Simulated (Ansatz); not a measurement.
Program: Ansatz 0.2.0.

A structure relaxed at PBE0-D4/def2-TZVP, charge 0, multiplicity 1:

Cartesian coordinates in Å:
```
N 0.846 -0.586 -0.644
Si -0.440 0.305 -0.013
O -0.134 0.823 1.493
F -0.779 1.638 -0.798
Cl -2.093 -0.881 -0.138
H 0.696 -1.249 -1.386
H 1.781 -0.212 -0.650
H 0.123 0.162 2.136
```

Give its formula and SMILES.

ClFH3NOSi, `N[Si](O)(F)Cl`.

Summarise the bond lengths by kind.

1 × N–Si 1.687 Å; 2 × H–N 1.006 to 1.007 Å; 1 × O–Si 1.622 Å; 1 × F–Si 1.583 Å; 1 × Cl–Si 2.038 Å; 1 × H–O 0.958 Å.
